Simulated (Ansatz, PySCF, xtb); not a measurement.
Breaking a bond: LiBr, singlet. Each curve is given relative to its own lowest point near equilibrium.

```json
[
 {"R / Å": "1.75", "A": "32.8", "B": "40.1", "C": "31.4", "D": "55.9"},
 {"R / Å": "1.84", "A": "18.7", "B": "24.0", "C": "17.6", "D": "27.6"},
 {"R / Å": "1.96", "A": "7.3", "B": "10.6", "C": "6.6", "D": "8.2"},
 {"R / Å": "2.07", "A": "2.0", "B": "3.8", "C": "1.7", "D": "1.2"},
 {"R / Å": "2.11", "A": "1.0", "B": "2.3", "C": "0.8", "D": "0.3"},
 {"R / Å": "2.17", "A": "0.2", "B": "0.8", "C": "0.1", "D": "0.0"},
 {"R / Å": "2.22", "A": "0.0", "B": "0.2", "C": "0.0", "D": "0.6"},
 {"R / Å": "2.28", "A": "0.3", "B": "0.0", "C": "0.4", "D": "1.9"},
 {"R / Å": "2.40", "A": "2.4", "B": "1.1", "C": "2.6", "D": "6.2"},
 {"R / Å": "2.47", "A": "4.2", "B": "2.5", "C": "4.4", "D": "9.2"},
 {"R / Å": "2.67", "A": "10.8", "B": "8.0", "C": "10.8", "D": "19.0"},
 {"R / Å": "2.95", "A": "21.7", "B": "17.8", "C": "21.1", "D": "—"},
 {"R / Å": "3.23", "A": "32.6", "B": "27.8", "C": "31.4", "D": "—"},
 {"R / Å": "3.62", "A": "46.4", "B": "40.5", "C": "44.2", "D": "—"},
 {"R / Å": "3.92", "A": "55.5", "B": "48.9", "C": "52.7", "D": "—"},
 {"R / Å": "4.34", "A": "66.2", "B": "58.5", "C": "62.7", "D": "—"},
 {"R / Å": "4.74", "A": "87.9", "B": "65.5", "C": "70.6", "D": "—"},
 {"R / Å": "5.33", "A": "94.0", "B": "72.8", "C": "79.8", "D": "—"},
 {"R / Å": "5.75", "A": "94.8", "B": "76.5", "C": "85.1", "D": "—"},
 {"R / Å": "6.55", "A": "95.2", "B": "81.3", "C": "93.0", "D": "—"},
 {"R / Å": "7.47", "A": "95.3", "B": "84.7", "C": "99.6", "D": "—"},
 {"R / Å": "8.73", "A": "95.3", "B": "87.4", "C": "106.4", "D": "—"}
]
```

Energies in kcal/mol.

Which curve belongs to which method? The methods are GFN1-xTB run with xtb; CCSD(T) on RHF/aug-cc-pVQZ, cores with 3d frozen run with Ansatz (a first-principles code); restricted B3LYP/LANL2DZ, with its core potentials past Ne (PySCF); PySCF with unrestricted MP2 (frozen core)/6-31G*, spherical d.

A is UMP2/6-31G*; B is RKS-B3LYP/LANL2DZ; C is RCCSD(T); D is GFN1-xTB.

Dashes: no converged value, or the column stops at the first point that the program doubted or that broke a chosen test of continuity, which isn't proof of a fault.

The unrestricted determinant behind UMP2/6-31G* is spin-contaminated at 4.74 to 8.73 Å (<S²> up to 1.0, against 0.00 for a pure singlet). The restricted form behind RKS-B3LYP/LANL2DZ keeps the bonding electrons paired and can't separate into open-shell fragments.
